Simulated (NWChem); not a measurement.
System: CH3F3OSi; SMILES O[SiH2]C(F)(F)F

Parts of the log:

```
             Northwest Computational Chemistry Package (NWChem) 7.3.0
             --------------------------------------------------------

 C1  symmetry detected

                             Geometry "geometry" -> ""
                             -------------------------

 Output coordinates in angstroms (scale by  1.889725989 to convert to a.u.)

  No.       Tag          Charge          X              Y              Z
 ---- ---------------- ---------- -------------- -------------- --------------
    1 Si                  14.0000    -0.64359634    -1.06863456     0.00143999
    2 O                    8.0000     0.59040223    -2.17235372    -0.06823125
    3 C                    6.0000     0.04109085     0.73186107    -0.01368824
    4 F                    9.0000     0.74582087     1.02905148    -1.13030744
    5 F                    9.0000     0.86550432     0.95875853     1.04676931
    6 F                    9.0000    -0.97182422     1.63264034     0.07181244
    7 H                    1.0000    -1.45757363    -1.25395451    -1.21632891
    8 H                    1.0000    -1.45234707    -1.16460542     1.24394026
    9 H                    1.0000     1.19499785    -2.21694601     0.68573948

 Effective nuclear repulsion energy (a.u.)     331.5526955946

                                 NWChem DFT Module
                                 -----------------

 Summary of "ao basis" -> "ao basis" (spherical)
 ------------------------------------------------------------------------------
       Tag                 Description            Shells   Functions and Types
 ---------------- ------------------------------  ------  ---------------------
 Si                        def2-tzvp                13       37   5s5p2d1f
 O                         def2-tzvp                11       31   5s3p2d1f
 C                         def2-tzvp                11       31   5s3p2d1f
 F                         def2-tzvp                11       31   5s3p2d1f
 H                         def2-tzvp                 4        6   3s1p

            General Information
            -------------------
          SCF calculation type: DFT
          Wavefunction type:  closed shell.
          No. of atoms     :     9
          No. of electrons :    58
           Alpha electrons :    29
            Beta electrons :    29
          Charge           :     0
          Spin multiplicity:     1
          Use of symmetry is: off; symmetry adaption is: off
          Maximum number of iterations: 150
          AO basis - number of functions:   210
                     number of shells:    80
          Convergence on energy requested:  1.00D-06
          Convergence on density requested:  1.00D-05
          Convergence on gradient requested:  5.00D-04

              XC Information
              --------------
                     Hartree-Fock (Exact) Exchange  1.000
                   CAM-Becke88 Exchange Functional  1.000
                      VWN V Correlation Functional  0.190 local
              Lee-Yang-Parr Correlation Functional  0.810

           Range-Separation Parameters
           ---------------------------
           Alpha           :  0.19
           Beta            :  0.46
           Gamma           :  0.33
           Short-Range HF  :     F

             Grid Information
             ----------------
          Grid used for XC integration:  medium
          Radial quadrature: Mura-Knowles
          Angular quadrature: Lebedev.
          Tag              B.-S. Rad. Rad. Pts. Rad. Cut. Ang. Pts.
          ---              ---------- --------- --------- ---------
          Si                  1.10       88           9.0       590
          O                   0.60       49          10.0       434
          C                   0.70       49          10.0       434
          F                   0.50       49          12.0       434
          H                   0.35       45          10.0       434
          Grid pruning is: on
          Number of quadrature shells:   468
          Spatial weights used:  Erf1

      Superposition of Atomic Density Guess
      -------------------------------------

 Sum of atomic energies:        -701.04470866

      Non-variational initial energy
      ------------------------------

 Total energy =    -702.668366
 1-e energy   =   -1633.944706
 2-e energy   =     599.723645
 HOMO         =      -0.346393
 LUMO         =       0.020026

     ---------------------------------------------
      Total Density - Mulliken Population Analysis
     ---------------------------------------------

    Atom       Charge   Shell Charges
 -----------   ------   -------------------------------------------------------
    1 Si  14    13.32   2.00  0.59  1.39  0.84  0.44  4.11  1.73  0.50  1.10  0.34  0.13  0.12  0.04
    2 O    8     8.85   0.79  1.18  0.59  0.95  0.24  2.02  2.21  0.85  0.00  0.01  0.00
    3 C    6     5.03   0.85  1.13  0.48  0.64  0.09  0.73  0.78  0.10  0.05  0.17  0.03
    4 F    9     9.38   0.77  1.20  0.61  1.00  0.30  2.33  2.31  0.84  0.00  0.01  0.00
    5 F    9     9.39   0.77  1.20  0.61  1.00  0.30  2.33  2.31  0.84  0.00  0.01  0.00
    6 F    9     9.38   0.77  1.20  0.61  1.00  0.30  2.33  2.31  0.84  0.00  0.01  0.00
    7 H    1     1.05   0.23  0.54  0.27  0.01
    8 H    1     1.06   0.23  0.54  0.28  0.01
    9 H    1     0.54   0.19  0.25  0.05  0.04

   convergence    iter        energy       DeltaE   RMS-Dens  Diis-err
 ---------------- ----- ----------------- --------- --------- ---------
 d= 0,ls=0.0,diis     1   -704.0848985320 -1.04D+03  5.32D-03  2.50D+00
 d= 0,ls=0.0,diis     2   -704.0490262299  3.59D-02  2.77D-03  3.15D+00
 d= 0,ls=0.0,diis     3   -704.2946813155 -2.46D-01  4.85D-04  6.50D-02
 d= 0,ls=0.0,diis     4   -704.2988124041 -4.13D-03  1.77D-04  6.34D-03
 d= 0,ls=0.0,diis     5   -704.2993128363 -5.00D-04  4.11D-05  3.25D-04
  Resetting Diis
 d= 0,ls=0.0,diis     6   -704.2993389921 -2.62D-05  1.67D-05  5.67D-05
 d= 0,ls=0.0,diis     7   -704.2993437930 -4.80D-06  5.61D-06  1.55D-06
 d= 0,ls=0.0,diis     8   -704.2993439157 -1.23D-07  1.93D-06  1.19D-06

         Total DFT energy =     -704.299343915690
      One electron energy =    -1636.104647715192
           Coulomb energy =      667.680953846464
    Exchange-Corr. energy =      -67.428345641598
 Nuclear repulsion energy =      331.552695594636

 Numeric. integr. density =       58.000007674192

                       DFT Final Molecular Orbital Analysis
                       ------------------------------------

 Vector   27  Occ=2.000000D+00  E=-4.588491D-01
              MO Center=  2.2D-01, -1.4D+00, -1.9D-02, r^2= 2.9D+00
   Bfn.  Coefficient  Atom+Function         Bfn.  Coefficient  Atom+Function
  ----- ------------  ---------------      ----- ------------  ---------------
    44      0.269307  2 O  py                47      0.224572  2 O  py
    43      0.207756  2 O  px                46      0.172340  2 O  px
    50      0.166514  2 O  py               106      0.159659  4 F  py
   109      0.128514  4 F  py                17     -0.123620  1 Si pz
    16      0.121706  1 Si py                49      0.116031  2 O  px

 Vector   28  Occ=2.000000D+00  E=-4.193671D-01
              MO Center= -6.0D-01, -1.3D+00, -2.9D-02, r^2= 3.1D+00
   Bfn.  Coefficient  Atom+Function         Bfn.  Coefficient  Atom+Function
  ----- ------------  ---------------      ----- ------------  ---------------
    17      0.220879  1 Si pz                45     -0.221160  2 O  pz
   194     -0.182518  7 H  s                 48     -0.177648  2 O  pz
   200      0.177939  8 H  s                195     -0.154315  7 H  s
   201      0.143608  8 H  s                193     -0.123227  7 H  s
    51     -0.119399  2 O  pz               199      0.114747  8 H  s

 Vector   29  Occ=2.000000D+00  E=-3.933261D-01
              MO Center= -7.0D-02, -4.8D-01,  8.4D-02, r^2= 3.4D+00
   Bfn.  Coefficient  Atom+Function         Bfn.  Coefficient  Atom+Function
  ----- ------------  ---------------      ----- ------------  ---------------
    75      0.213481  3 C  py                72     -0.210590  3 C  s
    44      0.202733  2 O  py                47      0.166467  2 O  py
    78      0.166431  3 C  py               168     -0.158831  6 F  py
    16     -0.154195  1 Si py               106     -0.145719  4 F  py
    43      0.144906  2 O  px                50      0.133116  2 O  py

 Vector   30  Occ=0.000000D+00  E= 2.062982D-02
              MO Center= -7.6D-02, -1.4D+00,  3.5D-01, r^2= 5.1D+00
   Bfn.  Coefficient  Atom+Function         Bfn.  Coefficient  Atom+Function
  ----- ------------  ---------------      ----- ------------  ---------------
    42      0.816507  2 O  s                 19      0.746129  1 Si py
    73     -0.652249  3 C  s                 18     -0.584141  1 Si px
   207     -0.567245  9 H  s                  5      0.470867  1 Si s
   195     -0.340316  7 H  s                 16      0.207531  1 Si py
   201     -0.174645  8 H  s                 51      0.166221  2 O  pz

 Vector   31  Occ=0.000000D+00  E= 6.604668D-02
              MO Center= -9.7D-01, -1.5D+00,  2.3D-01, r^2= 4.8D+00
   Bfn.  Coefficient  Atom+Function         Bfn.  Coefficient  Atom+Function
  ----- ------------  ---------------      ----- ------------  ---------------
    73      1.766929  3 C  s                 19     -1.522289  1 Si py
    18     -1.199134  1 Si px                 5     -0.959814  1 Si s
    81     -0.844424  3 C  py               195     -0.697635  7 H  s
   201     -0.302002  8 H  s                 42      0.283743  2 O  s
    16     -0.261550  1 Si py                20     -0.250156  1 Si pz

 Vector   32  Occ=0.000000D+00  E= 8.944176D-02
              MO Center= -3.3D-01, -4.3D-01, -1.3D-01, r^2= 4.0D+00
   Bfn.  Coefficient  Atom+Function         Bfn.  Coefficient  Atom+Function
  ----- ------------  ---------------      ----- ------------  ---------------
   201     -1.071054  8 H  s                 20      1.062591  1 Si pz
   195      0.814686  7 H  s                 82      0.387307  3 C  pz
   104      0.369663  4 F  s                207     -0.361565  9 H  s
   135     -0.318572  5 F  s                 17      0.290556  1 Si pz
    79      0.271644  3 C  pz                76      0.177393  3 C  pz

     ---------------------------------------------
      Total Density - Mulliken Population Analysis
     ---------------------------------------------

    Atom       Charge   Shell Charges
 -----------   ------   -------------------------------------------------------
    1 Si  14    13.59   2.00  0.57  1.39  0.88  0.37  4.13  1.68  0.62  1.22  0.26  0.20  0.21  0.06
    2 O    8     8.52   0.79  1.18  0.58  0.90  0.29  1.93  1.91  0.92  0.00  0.02  0.00
    3 C    6     5.61   0.85  1.12  0.54  0.59  0.01  1.15  0.89  0.11  0.06  0.24  0.04
    4 F    9     9.18   0.77  1.20  0.62  0.96  0.35  2.29  2.10  0.87  0.00  0.01  0.00
    5 F    9     9.19   0.77  1.20  0.62  0.96  0.36  2.29  2.10  0.89  0.00  0.01  0.00
    6 F    9     9.18   0.77  1.20  0.62  0.96  0.35  2.29  2.10  0.88  0.00  0.01  0.00
    7 H    1     1.02   0.25  0.52  0.24  0.01
    8 H    1     1.04   0.25  0.52  0.26  0.01
    9 H    1     0.67   0.25  0.33  0.04  0.05

     -------------------------------------------
      Total Density - Lowdin Population Analysis
     -------------------------------------------

    Atom       Charge   Shell Charges
 -----------   ------   -------------------------------------------------------
    1 Si  14    13.76   2.00  0.83  1.09  0.50  0.30  3.85  1.87  0.71  1.09  0.51  0.22  0.58  0.20
    2 O    8     8.12   0.87  1.09  0.53  0.58  0.32  1.77  1.91  1.03  0.00  0.03  0.00
    3 C    6     6.74   0.91  1.04  0.39  0.33  0.20  1.01  1.11  0.50  0.09  0.94  0.23
    4 F    9     8.83   0.86  1.10  0.59  0.69  0.37  2.14  2.10  0.95  0.00  0.03  0.00
    5 F    9     8.85   0.86  1.10  0.60  0.69  0.37  2.14  2.11  0.95  0.00  0.03  0.00
    6 F    9     8.84   0.86  1.10  0.59  0.69  0.37  2.14  2.10  0.95  0.00  0.03  0.00
    7 H    1     1.02   0.25  0.47  0.29  0.02
    8 H    1     1.03   0.25  0.47  0.29  0.02
    9 H    1     0.81   0.24  0.31  0.11  0.16

     Multipole analysis of the density
     ---------------------------------

     L   x y z        total         alpha         beta         nuclear
     -   - - -        -----         -----         ----         -------
     0   0 0 0      0.000000    -29.000000    -29.000000     58.000000

     1   1 0 0     -0.116363     -0.058182     -0.058182      0.000000
     1   0 1 0     -0.697842     -0.348921     -0.348921      0.000000
     1   0 0 1      0.473300      0.236650      0.236650      0.000000

     2   2 0 0    -29.329813    -76.279530    -76.279530    123.229247
     2   1 1 0     -0.485188     -1.161300     -1.161300      1.837412
     2   1 0 1      1.594233      0.108295      0.108295      1.377642
     2   0 2 0    -32.078928   -206.361261   -206.361261    380.643594
     2   0 1 1     -2.367018      0.102632      0.102632     -2.572282
     2   0 0 2    -30.308516    -59.688610    -59.688610     89.068703
```

Level: CAM-B3LYP/def2-TZVP. Coordinates come from a B3LYP/6-31G* (spherical d) optimisation.

### Question
Reconstruct the input file.

### Answer
This is not unique; one that fits is the input that was run:
```
start job
memory heap 200 mb stack 900 mb global 1100 mb
geometry units angstroms noautoz
  Si    -0.583937    -1.070843    -0.000233
  O      0.682943    -2.118797    -0.206655
  C      0.023644     0.757045    -0.022158
  F      0.616544     1.111964    -1.185905
  F      0.926890     0.992240     0.970082
  F     -1.013602     1.611346     0.175329
  H     -1.492084    -1.260119    -1.148844
  H     -1.277612    -1.232387     1.303536
  H      1.351814    -2.156450     0.491335
end
basis spherical
  * library def2-tzvp
end
dft
  xc xcamb88 1.00 lyp 0.81 vwn_5 0.19 hfexch 1.00
  cam 0.33 cam_alpha 0.19 cam_beta 0.46
  iterations 150
  semidirect filesize 400000000
  mulliken
end
task dft energy
```
